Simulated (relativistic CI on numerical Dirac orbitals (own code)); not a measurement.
A reference radial Dirac CI calculation of Ar9+ gave the lowest total energy -492.11179 Ha in 27 SCF steps, from this input:

```
atom Ar  Z=18  charge=9  electrons=9
nucleus A=40  rms_radius_fm=3.4274
hamiltonian dirac-coulomb  breit=on  qed=on  c_scale=1
orbitals kli  potential=per-configuration
slater_scale 1
correlation none
mixing on
grid step=0.0125 r_max=10.3
scf mixing=0.4 start=green max_iterations=150 tolerance=2e-08 node_fill=0.05
configurations
  [He] 2s2 2p5
  [He] 2s 2p6
  [He] 2s2 2p4 3s
end
```

One setting was then changed, and the output read:

```
SCF 1: [He] 2s2 2p5
 iter      energy (Ha)   residual   last orbital (Ha)
    1      -485.869354   1.92e+00    -27.17241
    2      -490.346851   1.05e+00    -22.62718
    3      -492.282776   5.95e-02    -17.70585
    4      -492.290719   3.89e-02    -17.95431
    5      -492.293156   7.40e-04    -17.77748
    6      -492.293162   4.92e-05    -17.78059
    7      -492.293163   2.55e-06    -17.78080
    8      -492.293163   1.15e-06    -17.78079
    9      -492.293163   4.20e-09    -17.78079
SCF 2: [He] 2s 2p6
 iter      energy (Ha)   residual   last orbital (Ha)
    1      -482.375152   1.98e+00    -27.17241
    2      -487.348463   1.08e+00    -22.46046
    3      -489.468789   6.01e-02    -17.45508
    4      -489.480195   2.63e-02    -17.63945
    5      -489.480443   3.43e-04    -17.51449
    6      -489.480445   4.64e-04    -17.51575
    7      -489.480443   3.05e-06    -17.51399
    8      -489.480443   1.44e-06    -17.51398
    9      -489.480443   4.49e-09    -17.51398
SCF 3: [He] 2s2 2p4 3s
 iter      energy (Ha)   residual   last orbital (Ha)
    1      -477.191718   1.79e+00     -9.43170
    2      -480.435949   9.79e-01     -8.42203
    3      -481.873824   3.71e-02     -7.35234
    4      -481.875890   2.39e-02     -7.34286
    5      -481.876796   1.00e-04     -7.30717
    6      -481.876797   2.96e-05     -7.30727
    7      -481.876798   8.36e-07     -7.30720
    8      -481.876798   6.87e-08     -7.30720
    9      -481.876798   1.38e-08     -7.30720
orbital energies (Ha): 1s -124.9883  2s -20.1313  2p1/2 -17.8711  2p3/2 -17.7808
configuration averages (Ha): Dirac-Coulomb, Breit, QED
  2s2 2p5                       -492.293163    0.122301    0.086851
  2s 2p6                        -489.480443    0.123510    0.083135
  2s2 2p4 3s                    -481.876798    0.116886    0.087983
levels: no., configuration, term, J, E (cm-1), weight
   1 2s2 2p5                2P*  3/2              0.0  1.00
   2 2s2 2p5                2P*  1/2          18004.1  1.00
   3 2s 2p6                 2S   1/2         622232.6  1.00
   4 2s2 2p4 3s             4P   5/2        2243112.5  0.99
   5 2s2 2p4 3s             4P   3/2        2253172.8  0.90
   6 2s2 2p4 3s             4P   1/2        2259989.1  0.99
   7 2s2 2p4 3s             2P   3/2        2270959.6  0.88
   8 2s2 2p4 3s             2P   1/2        2282824.6  0.99
   9 2s2 2p4 3s             2D   5/2        2324462.0  0.99
  10 2s2 2p4 3s             2D   3/2        2324849.6  0.98
  11 2s2 2p4 3s             2S   1/2        2424396.0  0.99
lowest total energy -492.111355 Ha
end: converged
```

(1) Which setting was changed?
A. nuclear radius
B. start potential
C. SCF mixing
D. charge

Results:

(1) A. The nuclear radius 4.4556 fm.
